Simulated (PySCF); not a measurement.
Se⁺: excitation energy

Se⁺ [Ar] 3d10 4s2 4p3 (4S) → Se⁺ [Ar] 3d10 4s1 4p4 (4P), as a difference of total energies. Calculation: PySCF 2.14, in x2c-TZVPPall with one added diffuse shell each of s, p, d type (7s6p5d1f, 57 functions); scalar relativity by spin-free X2C-1e. Correlated levels: valence: [Ar] 3d10 frozen; valence and next inner shell: [Ne] frozen. The calculations carry no spin-orbit coupling.

| method | excitation energy (eV) |
| --- | --- |
| UHF | 10.911 |
| LDA | 11.368 |
| PBE | 11.228 |
| PBE0 | 11.202 |
| r2SCAN | 10.927 |
| r2SCANh | 10.945 |
| M06-2X | 10.835 |
| wB97M-V | 11.315 |
| B3LYP | 11.296 |
| MP2 (valence) | 10.911 |
| SCS-MP2 (valence) | 10.910 |
| MP2 (valence and next inner shell) | 11.058 |
| SCS-MP2 (valence and next inner shell) | 11.025 |

Errors of the correlated levels include the incompleteness of this basis and the frozen core.

Which method comes closest to the reference value, and which is furthest?

The reference is 10.523 eV (measured; NIST levels, between the centres of gravity of the two terms). Closest: M06-2X (error 0.312 eV); furthest: LDA (error 0.845 eV).
